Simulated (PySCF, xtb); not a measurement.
C5H4F2O, SMILES F[C@@H]1C/C(C1=O)=C\F.

Harmonic wavenumbers (cm⁻¹) from GFN2-xTB run with xtb at its own minimum, in rising order: 58, 139, 165, 234, 337, 380, 401, 553, 638, 696, 805, 838, 871, 963, 1010, 1069, 1115, 1119, 1146, 1158, 1213, 1265, 1277, 1426, 1715, 1845, 2937, 3011, 3022, 3073.

### Question
What does PBE0-D3(BJ)/def2-SVP (PySCF) give at its own minimum? (An estimate is asked for; the answer gives what the named calculation found.)

### Answer
69, 138, 179, 236, 355, 401, 410, 560, 656, 758, 848, 875, 917, 1012, 1025, 1102, 1159, 1187, 1229, 1235, 1266, 1371, 1391, 1439, 1793, 1929, 3072, 3090, 3163, 3226. Paired by order, the mean absolute difference is 54 cm⁻¹ and the zero-point energies are 49.3 and 51.6 kcal/mol.
